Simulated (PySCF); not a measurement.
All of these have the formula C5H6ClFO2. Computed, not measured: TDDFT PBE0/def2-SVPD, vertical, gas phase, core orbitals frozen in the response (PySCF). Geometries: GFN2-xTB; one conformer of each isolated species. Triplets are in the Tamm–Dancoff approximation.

A. `C=C[C@@H](Cl)[C@H](F)C(=O)O`
B. `O=C1COC[C@@]1(F)CCl`
C. `[C@@]1([C@H](OC)C1)(C(=O)Cl)F`
D. `O=C(O)/C(=C/Cl)CCF`

Lowest singlet levels (six at most, fewer where fewer were computed) with oscillator strengths:

1. 222 nm (f 0.004); 198 nm (f 0.094); 189 nm (f 0.007); 188 nm (f 0.009); 181 nm (f 0.010); 180 nm (f 0.150); T1 4.25 eV
2. 255 nm (f 0.000); 228 nm (f 0.325); 205 nm (f 0.003); 182 nm (f 0.008); 180 nm (f 0.002); 177 nm (f 0.036); T1 3.40 eV
3. 249 nm (f 0.021); 220 nm (f 0.131); 197 nm (f 0.002); 186 nm (f 0.012); 184 nm (f 0.007); 178 nm (f 0.005); T1 4.41 eV
4. 320 nm (f 0.001); 239 nm (f 0.008); 199 nm (f 0.002); 199 nm (f 0.004); 186 nm (f 0.001); 174 nm (f 0.009); T1 3.33 eV

Question: Which spectrum belongs to which structure?

Answer: 1 = A, 2 = D, 3 = C, 4 = B.
- A: S1 at 5.57 eV, HOMO-1→LUMO (58%), HOMO-1→LUMO+1 (31%); Löwdin shares by element: HOMO carbon 70% or more, chlorine 15% (atoms not listed hold the other 16%); LUMO carbon 31% or more, chlorine 14%, oxygen 12% or more (atoms not listed hold the other 43%); HOMO -8.10 and LUMO -1.00 eV.
- B: S1 at 3.88 eV, HOMO→LUMO (88%), HOMO-1→LUMO (10%); Löwdin shares by element: HOMO oxygen 54%, carbon 19% or more (atoms not listed hold the other 28%); LUMO carbon 51% or more, oxygen 30% or more (atoms not listed hold the other 19%); HOMO -7.70 and LUMO -1.79 eV.
- C: S1 at 4.98 eV, HOMO-1→LUMO (52%), HOMO→LUMO (44%); Löwdin shares by element: HOMO oxygen 44%, carbon 26% or more (atoms not listed hold the other 30%); LUMO carbon 44% or more, oxygen 29% or more, chlorine 12% (atoms not listed hold the other 15%); HOMO -7.90 and LUMO -1.46 eV.
- D: S1 at 4.87 eV, HOMO-1→LUMO (97%); Löwdin shares by element: HOMO carbon 48% or more, chlorine 26%, oxygen 9% or more (atoms not listed hold the other 17%); LUMO carbon 62% or more, oxygen 13% or more (atoms not listed hold the other 25%); HOMO -7.75 and LUMO -1.80 eV.
C and D have S1 within 0.12 eV of each other; their strongest listed levels stand at 5.63 eV (f 0.131) and 5.45 eV (f 0.325).
